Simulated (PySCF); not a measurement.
Molecule: SMILES COc1ccncc1, C$_{6}$H$_{7}$NO.

Bonds (- single, = double, # triple, : aromatic): C1-O2 1.403 Å, O2-C3 1.340 Å, C3:C4 1.401 Å, C4:C5 1.387 Å, C5:N6 1.335 Å, N6:C7 1.327 Å, C7:C8 1.396 Å, C8:C3 1.399 Å. C1 carries H9, H10, H11; C4 carries H12; C5 carries H13; C7 carries H14; C8 carries H15.

Geometry PBE0-D3(BJ)/def2-SVP throughout; GIAO in PySCF, gas phase, one conformer, non-relativistic; equivalent atoms averaged; basis pcSseg-1.

For orientation, PBE0 gives these absolute shieldings σ: C3 14.7, C5/C7 27.6, C4/C8 71.7, C1 130.7, O2 222.6, N6 -71.5, H13/H14 22.70, H12/H15 24.65, H9/H10/H11 27.58 ppm.

A run gave: C3 24.1, C5/C7 38.5, C4/C8 79.7, C1 129.6, O2 212.0, N6 -47.1, H13/H14 22.95, H12/H15 24.87, H9/H10/H11 27.46 ppm (absolute shieldings σ).

Question: Which functional was used in that run?
A. BHandHLYP
B. WP04
C. KT2
D. CAM-B3LYP

Answer: C. C5/C7 tells them apart best: KT2 gives 38.5, CAM-B3LYP gives 21.5, WP04 gives 15.8, BHandHLYP gives 23.6 ppm.
